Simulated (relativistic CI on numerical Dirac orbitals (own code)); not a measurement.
**Radial parameters of Lu³³⁺**

Computed by Dirac-Coulomb-Breit CI, separate exchange-only KLI orbitals for each configuration, model QED (radiative potential, 1s self-energy scaled to tabulated hydrogen-like ionisation energies), unscaled Slater integrals (own radial code, finite nucleus).

Slater integrals F^k, G^k are unscaled and averaged over j, outside the closed core [Ar] 3d10; ζ comes from projecting the Hamiltonian with its Breit term on Σ l·s of the shell.

- 4s2 4p6 4d2: F^2(4d,4d) = 223350, F^4(4d,4d) = 152160, ζ(4d) = 47830 cm⁻¹; <r>(4d) = 0.4499, <r^2>(4d) = 0.2313 (bohr units).
- 4s2 4p6 4d 4f: ζ(4d) = 47781, F^2(4d,4f) = 224530, F^4(4d,4f) = 146440, G^1(4d,4f) = 230740, G^3(4d,4f) = 159660, G^5(4d,4f) = 117520, ζ(4f) = 7805.8 cm⁻¹; <r>(4d) = 0.4503, <r^2>(4d) = 0.2316, <r>(4f) = 0.4245, <r^2>(4f) = 0.2041 (bohr units).
- 4s2 4p5 4d3: ζ(4p) = 383510, F^2(4d,4d) = 223300, F^4(4d,4d) = 152120, F^2(4p,4d) = 224620, G^1(4p,4d) = 279080, G^3(4p,4d) = 178790, ζ(4d) = 47632 cm⁻¹; <r>(4p) = 0.4475, <r^2>(4p) = 0.2265, <r>(4d) = 0.4499, <r^2>(4d) = 0.2313 (bohr units).

Give the Racah parameters of the d shell in 4s2 4p6 4d2.

B = F²/49 − 5F⁴/441 = 2833 cm⁻¹ and C = 35F⁴/441 = 12076 cm⁻¹.

Averages of the first 10 configurations, taken without configuration mixing, which lowers the lowest level and can move excited configurations by several eV; other configurations of the list can lie among them:

| Configuration | Parity | States | Average energy above the lowest level (eV) |
| --- | --- | --- | --- |
| 4s2 4p6 4d2 | even | 45 | 23.3 |
| 4s2 4p6 4d 4f | odd | 140 | 211.5 |
| 4s2 4p5 4d3 | odd | 720 | 207.4 |
| 4s 4p6 4d3 | even | 240 | 358.1 |
| 4s2 4p5 4d2 4f | even | 3780 | 393.3 |
| 4s 4p6 4d2 4f | odd | 1260 | 544.3 |
| 4s2 4p6 4d 5s | even | 20 | 433.6 |
| 4s2 4p6 4f 5s | odd | 28 | 621.6 |
| 4s2 4p6 4d 5p | odd | 60 | 496.2 |
| 4s2 4p6 4f2 | even | 91 | 402.1 |
